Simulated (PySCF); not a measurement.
Dipole response of Pd (palladium, neutral)

[Kr] 4d10, closed-shell 1S. Calculation: PySCF 2.14, in aug-cc-pwCVTZ-DK with one added diffuse shell each of s, p, d, f, g type (12s11p9d5f4g, 161 functions); scalar relativity by spin-free X2C-1e. Coupled (time-dependent) response in atomic units; α is the mean over directions.

```json
{"method": "wB97M-V", "mean α (bohr³)": "26.35", "C₆ (like pair)": "188.6", "S(−4)": "494.5"}
```

S(−4) is the Cauchy moment in α(ω) = α(0) + S(−4) ω² + …

Reference α: 26.14 ± 0.1 bohr³ (recommended; Schwerdtfeger and Nagle, table of static dipole polarizabilities (2023 update)). Published C₆: 628.0 (Gould and Bucko (2016)).

α(iu) at wB97M-V:

```csv
u (hartree),α(iu) (bohr³)
0,26.35
0.0500,25.21
0.100,22.64
0.200,17.52
0.300,13.98
0.500,9.740
0.750,6.845
1.00,5.144
1.50,3.259
2.00,2.263
3.00,1.275
5.00,0.5668
```
